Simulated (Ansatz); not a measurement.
`C[Si](C)(C)C#Cc1ccc(-c2ccc(-c3ccc(C#C[Si](C)(C)C)nc3)nc2)nc1` with charge +1. Total charge 1; doublet. Geometry r2SCAN-D4/def2-SVP, that of the neutral singlet; atoms count from 1.

Cartesian coordinates in Å:
```
C -7.0698 3.2432 7.5788
Si -7.5870 1.9261 6.3429
C -8.0008 0.3193 7.2249
C -9.0489 2.5136 5.3201
C -6.1674 1.6116 5.2048
C -5.2157 1.3966 4.4574
C -4.1233 1.1418 3.5891
C -2.7829 1.2728 4.0080
C -1.7574 1.0049 3.1116
C -2.0705 0.6037 1.7966
C -1.0355 0.2944 0.7895
C -1.4010 -0.0485 -0.5251
C -0.4186 -0.3397 -1.4610
C 0.9384 -0.2909 -1.0801
C 2.0400 -0.5921 -2.0174
C 1.8353 -1.0266 -3.3389
C 2.9294 -1.2882 -4.1533
C 4.2276 -1.1105 -3.6292
C 5.3709 -1.3751 -4.4445
C 6.3352 -1.6101 -5.1674
Si 7.8238 -1.9475 -6.2048
C 8.7801 -0.3419 -6.3981
C 7.2547 -2.5831 -7.8794
C 8.8691 -3.2391 -5.3282
N 4.4404 -0.6938 -2.3634
C 3.3829 -0.4490 -1.5997
N 1.2904 0.0383 0.1772
C 0.3467 0.3172 1.0659
N -3.3512 0.4838 1.3947
C -4.3307 0.7406 2.2470
H -7.8903 3.4604 8.2831
H -6.1967 2.9168 8.1664
H -6.8016 4.1832 7.0704
H -7.1411 -0.0477 7.8081
H -8.2812 -0.4680 6.5070
H -8.8459 0.4629 7.9189
H -9.3434 1.7570 4.5753
H -8.8094 3.4433 4.7795
H -9.9211 2.7114 5.9655
H -2.5634 1.5851 5.0322
H -0.7205 1.1097 3.4361
H -2.4628 -0.0775 -0.7810
H -0.7091 -0.5982 -2.4815
H 0.8278 -1.1697 -3.7376
H 2.8007 -1.6292 -5.1832
H 8.1674 0.4299 -6.8907
H 9.0925 0.0520 -5.4178
H 9.6859 -0.4981 -7.0076
H 8.1191 -2.7972 -8.5300
H 6.6205 -1.8422 -8.3922
H 6.6712 -3.5120 -7.7755
H 9.7775 -3.4672 -5.9106
H 9.1820 -2.8846 -4.3331
H 8.3090 -4.1777 -5.1899
H 3.5741 -0.1135 -0.5750
H 0.7118 0.5708 2.0691
H -5.3571 0.6283 1.8755
```

Single mean-field runs in def2-TZVP are fitted with def2-universal-jkfit.

Estimate the Mulliken populations of the heavy atoms from the PBE0/def2-TZVP orbitals of Ansatz.


| atom | charge (e) | spin (α − β) |
| --- | --- | --- |
| C1 | -0.47 | 0.00 |
| Si2 | 0.30 | -0.01 |
| C3 | -0.47 | 0.01 |
| C4 | -0.47 | 0.00 |
| C5 | 0.12 | 0.17 |
| C6 | 0.01 | -0.04 |
| C7 | -0.06 | 0.14 |
| C8 | -0.18 | -0.05 |
| C9 | -0.16 | 0.07 |
| C10 | 0.28 | 0.02 |
| C11 | 0.07 | 0.13 |
| C12 | -0.19 | -0.03 |
| C13 | -0.16 | 0.05 |
| C14 | 0.30 | 0.06 |
| C15 | 0.08 | 0.09 |
| C16 | -0.11 | -0.01 |
| C17 | -0.17 | 0.02 |
| C18 | -0.03 | 0.11 |
| C19 | 0.00 | -0.03 |
| C20 | 0.17 | 0.17 |
| Si21 | 0.31 | -0.01 |
| C22 | -0.47 | 0.01 |
| C23 | -0.47 | 0.00 |
| C24 | -0.47 | 0.01 |
| N25 | -0.18 | -0.02 |
| C26 | -0.09 | 0.07 |
| N27 | -0.20 | 0.01 |
| C28 | -0.07 | 0.03 |
| N29 | -0.21 | 0.02 |
| C30 | -0.09 | 0.01 |
Mulliken values depend strongly on the basis.

Where does the spin sit?

Summed by element: C 1.01, Si -0.01, N 0.01, H -0.01, of 1 unpaired in all. Largest on single atoms: C20 0.17, C5 0.17, C7 0.14.

And the Mayer bond orders between heavy atoms (over 0.3)?

C1–Si2 1.02 (1.88 Å); Si2–C3 1.02 (1.88 Å); Si2–C4 1.02 (1.88 Å); Si2–C5 0.93 (1.85 Å); C5–C6 2.43 (1.23 Å); C6–C7 1.23 (1.42 Å); C7–C8 1.31 (1.41 Å); C7–C30 1.27 (1.42 Å); C8–C9 1.48 (1.39 Å); C9–C10 1.31 (1.41 Å); C10–C11 1.05 (1.48 Å); C10–N29 1.30 (1.35 Å); C11–C12 1.30 (1.41 Å); C11–C28 1.25 (1.41 Å); C12–C13 1.49 (1.39 Å); C13–C14 1.28 (1.41 Å); C14–C15 1.06 (1.48 Å); C14–N27 1.27 (1.35 Å); C15–C16 1.31 (1.41 Å); C15–C26 1.26 (1.41 Å); C16–C17 1.49 (1.39 Å); C17–C18 1.31 (1.41 Å); C18–C19 1.34 (1.43 Å); C18–N25 1.34 (1.35 Å); C19–C20 2.43 (1.23 Å); C20–Si21 0.92 (1.85 Å); Si21–C22 1.02 (1.88 Å); Si21–C23 1.02 (1.88 Å); Si21–C24 1.02 (1.88 Å); N25–C26 1.60 (1.33 Å); N27–C28 1.64 (1.33 Å); N29–C30 1.62 (1.32 Å).
